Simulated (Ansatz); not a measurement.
```yaml
crystal:
  periodic: [false, false, false]
  atoms:
    - {symbol: B, position_ang: [-1.190401, 0.036615, 0.470210]}
    - {symbol: Si, position_ang: [-1.083835, -0.410996, -1.350507]}
    - {symbol: O, position_ang: [0.291459, -0.273303, -2.188763]}
    - {symbol: Si, position_ang: [0.589850, 0.055371, 1.340840]}
    - {symbol: O, position_ang: [1.740765, 0.024158, 0.097515]}
    - {symbol: H, position_ang: [-1.339328, 1.118918, -0.197450]}
    - {symbol: H, position_ang: [-2.204829, -0.196487, 1.058531]}
    - {symbol: H, position_ang: [-2.163865, -0.446425, -2.372418]}
    - {symbol: H, position_ang: [1.055074, -0.189832, -1.579052]}
    - {symbol: H, position_ang: [0.826062, -1.133495, 2.213480]}
    - {symbol: H, position_ang: [0.896855, 1.249407, 2.184845]}
    - {symbol: H, position_ang: [2.659294, 0.110871, 0.356671]}
basis:
  gaussian: {orbitals: STO-3G}
total_charge: -1
magnetization: {spin_polarized: true, initial_magnetization: 2}
hamiltonian: {xc: {name: wB97M-V}}
accuracy: high
output: {forces: true}
```

```sh
$ ansatz run in.yaml --threads 4 --pin off --events-out ev --progress --plain --max-ram 10444MiB
```

Output, abridged:

```
Error: a molecule whose nuclei and cores have a total charge of 56 cannot have a net charge of -1 together with 2 unpaired electrons
```

(1) Something in this input is off. What?

Results:

(1) The number of unpaired electrons doesn't fit the electron count. The input was rejected before any iteration.
